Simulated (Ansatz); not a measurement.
Ansatz (a program for electronic structure) input (B3LYP-D3(BJ)/def2-TZVP):

Ansatz 0.2 input:
```yaml
crystal:
  periodic: [false, false, false]
  atoms:
    - {symbol: Hg, position_ang: [0.00000000, 0.00000000, 0.00000000]}
    - {symbol: I, position_ang: [0.00000000, 0.00000000, 3.03933217]}
    - {symbol: I, position_ang: [-0.00000000, -0.00000000, -3.03933217]}
basis:
  gaussian:
    orbitals: def2-TZVP
hamiltonian:
  xc: b3lyp
  dispersion: d3bj
total_charge: -1
magnetization: {spin_polarized: true, initial_magnetization: 1}
phonons: {temperatures: {t_min: 298.15, t_max: 298.15, t_step: 100}}
```

Output:

```
Functional definition: B3LYP
integrals: 0.12 GiB planned
1389 factors; integrals over basis functions are off by at most 2.5e-4 eV
mean field: 1.29 GiB planned
mean field evaluation 1: about -20389.4559 eV, gradient 1.2e1 eV
mean field evaluation 2: about -20388.9420 eV, gradient 1.7e1 eV
mean field evaluation 4: about -20390.1001 eV, gradient 4.0e-1 eV
mean field evaluation 8: about -20390.1428 eV, gradient 2.7e-2 eV
mean field evaluation 16: about -20390.1428 eV, gradient 2.2e-5 eV
mean field -20390.14283260 eV, -749.3239281627 hartree, gradient 2.2e-5 eV, S^2 0.752947; 0 other end points of the search recorded, 0 dependent functions left out
the calculation of the forces begins
reference -20390.14305342 eV, -749.3239362779 hartree; 36, 35 occupied and 107, 108 virtual orbitals, 1389 factors
these checks for a lower state are left out or cut short: stability, starts, cluster_reference, orbital_swaps, neighbouring_geometries, increment
integrals: 0.12 GiB planned
1389 factors; integrals over basis functions are off by at most 2.5e-4 eV
mean field: 1.28 GiB planned
mean field -20390.14283261 eV, -749.3239281633 hartree, gradient 8.7e-7 eV, S^2 0.752947; 0 other end points of the search recorded, 0 dependent functions left out
the calculation of the forces begins
reference -20390.14305344 eV, -749.3239362784 hartree; 36, 35 occupied and 107, 108 virtual orbitals, 1389 factors
these checks for a lower state are left out or cut short: stability, starts, cluster_reference, orbital_swaps, neighbouring_geometries, increment
integrals: 0.12 GiB planned
1389 factors; integrals over basis functions are off by at most 2.5e-4 eV
mean field: 1.28 GiB planned
mean field -20390.14283261 eV, -749.3239281633 hartree, gradient 8.7e-7 eV, S^2 0.752947; 0 other end points of the search recorded, 0 dependent functions left out
the calculation of the forces begins
reference -20390.14305344 eV, -749.3239362784 hartree; 36, 35 occupied and 107, 108 virtual orbitals, 1389 factors
these checks for a lower state are left out or cut short: stability, starts, cluster_reference, orbital_swaps, neighbouring_geometries, increment
integrals: 0.12 GiB planned
1389 factors; integrals over basis functions are off by at most 2.5e-4 eV
mean field: 1.28 GiB planned
mean field evaluation 32: about -20390.1428 eV, gradient 3.6e-2 eV
mean field -20390.14283261 eV, -749.3239281633 hartree, gradient 8.7e-7 eV, S^2 0.752947; 0 other end points of the search recorded, 0 dependent functions left out
the calculation of the forces begins
reference -20390.14305344 eV, -749.3239362784 hartree; 36, 35 occupied and 107, 108 virtual orbitals, 1389 factors
these checks for a lower state are left out or cut short: stability, starts, cluster_reference, orbital_swaps, neighbouring_geometries, increment
integrals: 0.12 GiB planned
1389 factors; integrals over basis functions are off by at most 2.5e-4 eV
mean field: 1.28 GiB planned
mean field -20390.14283261 eV, -749.3239281633 hartree, gradient 8.7e-7 eV, S^2 0.752947; 0 other end points of the search recorded, 0 dependent functions left out
the calculation of the forces begins
reference -20390.14305344 eV, -749.3239362784 hartree; 36, 35 occupied and 107, 108 virtual orbitals, 1389 factors
these checks for a lower state are left out or cut short: stability, starts, cluster_reference, orbital_swaps, neighbouring_geometries, increment
integrals: 0.12 GiB planned
1389 factors; integrals over basis functions are off by at most 2.5e-4 eV
mean field: 1.29 GiB planned
mean field -20390.14281966 eV, -749.3239276874 hartree, gradient 1.9e-6 eV, S^2 0.752947; 0 other end points of the search recorded, 0 dependent functions left out
the calculation of the forces begins
reference -20390.14304049 eV, -749.3239358026 hartree; 36, 35 occupied and 107, 108 virtual orbitals, 1389 factors
these checks for a lower state are left out or cut short: stability, starts, cluster_reference, orbital_swaps, neighbouring_geometries, increment
integrals: 0.12 GiB planned
1389 factors; integrals over basis functions are off by at most 2.5e-4 eV
mean field: 1.29 GiB planned
mean field -20390.14281966 eV, -749.3239276874 hartree, gradient 1.9e-6 eV, S^2 0.752947; 0 other end points of the search recorded, 0 dependent functions left out
the calculation of the forces begins
reference -20390.14304049 eV, -749.3239358026 hartree; 36, 35 occupied and 107, 108 virtual orbitals, 1389 factors
these checks for a lower state are left out or cut short: stability, starts, cluster_reference, orbital_swaps, neighbouring_geometries, increment
integrals: 0.12 GiB planned
1389 factors; integrals over basis functions are off by at most 2.5e-4 eV
mean field: 1.28 GiB planned
mean field evaluation 64: about -20390.1428 eV, gradient 1.7e-6 eV
mean field -20390.14283261 eV, -749.3239281633 hartree, gradient 1.4e-6 eV, S^2 0.752947; 0 other end points of the search recorded, 0 dependent functions left out
the calculation of the forces begins
reference -20390.14305344 eV, -749.3239362785 hartree; 36, 35 occupied and 107, 108 virtual orbitals, 1389 factors
these checks for a lower state are left out or cut short: stability, starts, cluster_reference, orbital_swaps, neighbouring_geometries, increment
integrals: 0.12 GiB planned
1389 factors; integrals over basis functions are off by at most 2.5e-4 eV
mean field: 1.28 GiB planned
mean field -20390.14283261 eV, -749.3239281633 hartree, gradient 1.4e-6 eV, S^2 0.752947; 0 other end points of the search recorded, 0 dependent functions left out
the calculation of the forces begins
reference -20390.14305344 eV, -749.3239362785 hartree; 36, 35 occupied and 107, 108 virtual orbitals, 1389 factors
these checks for a lower state are left out or cut short: stability, starts, cluster_reference, orbital_swaps, neighbouring_geometries, increment
integrals: 0.12 GiB planned
1389 factors; integrals over basis functions are off by at most 2.5e-4 eV
mean field: 1.28 GiB planned
mean field -20390.14283261 eV, -749.3239281633 hartree, gradient 1.4e-6 eV, S^2 0.752947; 0 other end points of the search recorded, 0 dependent functions left out
the calculation of the forces begins
reference -20390.14305344 eV, -749.3239362785 hartree; 36, 35 occupied and 107, 108 virtual orbitals, 1389 factors
these checks for a lower state are left out or cut short: stability, starts, cluster_reference, orbital_swaps, neighbouring_geometries, increment
integrals: 0.12 GiB planned
1389 factors; integrals over basis functions are off by at most 2.5e-4 eV
mean field: 1.28 GiB planned
mean field -20390.14283261 eV, -749.3239281633 hartree, gradient 1.4e-6 eV, S^2 0.752947; 0 other end points of the search recorded, 0 dependent functions left out
the calculation of the forces begins
reference -20390.14305344 eV, -749.3239362785 hartree; 36, 35 occupied and 107, 108 virtual orbitals, 1389 factors
these checks for a lower state are left out or cut short: stability, starts, cluster_reference, orbital_swaps, neighbouring_geometries, increment
integrals: 0.12 GiB planned
1389 factors; integrals over basis functions are off by at most 2.5e-4 eV
mean field: 1.29 GiB planned
mean field -20390.14288299 eV, -749.3239300145 hartree, gradient 2.9e-6 eV, S^2 0.752952; 0 other end points of the search recorded, 0 dependent functions left out
the calculation of the forces begins
reference -20390.14310385 eV, -749.3239381312 hartree; 36, 35 occupied and 107, 108 virtual orbitals, 1389 factors
these checks for a lower state are left out or cut short: stability, starts, cluster_reference, orbital_swaps, neighbouring_geometries, increment
integrals: 0.12 GiB planned
1389 factors; integrals over basis functions are off by at most 2.5e-4 eV
mean field: 1.29 GiB planned
mean field evaluation 96: about -20390.1428 eV, gradient 2.2e-5 eV
mean field -20390.14276754 eV, -749.3239257718 hartree, gradient 2.9e-6 eV, S^2 0.752943; 0 other end points of the search recorded, 0 dependent functions left out
the calculation of the forces begins
reference -20390.14298832 eV, -749.3239338854 hartree; 36, 35 occupied and 107, 108 virtual orbitals, 1389 factors
Total energy: -20390.34095873 eV, -749.3312091640 hartree
Atom 0 at     0.000000     0.000000     0.000000 Å, force    -0.000000     0.000000    -0.000000 eV/Å
Atom 1 at     0.000000     0.000000     3.039332 Å, force     0.000000    -0.000000    -0.000729 eV/Å
Atom 2 at    -0.000000    -0.000000    -3.039332 Å, force     0.000000    -0.000000     0.000729 eV/Å
Dipole moment:    -0.000000    -0.000000     0.000000 e Å
Vibrations: 3.30 3.30 75.23 101.17 cm⁻¹, zero-point energy 0.011344 eV
```

The spin state was set by rule; other spins were not relaxed.
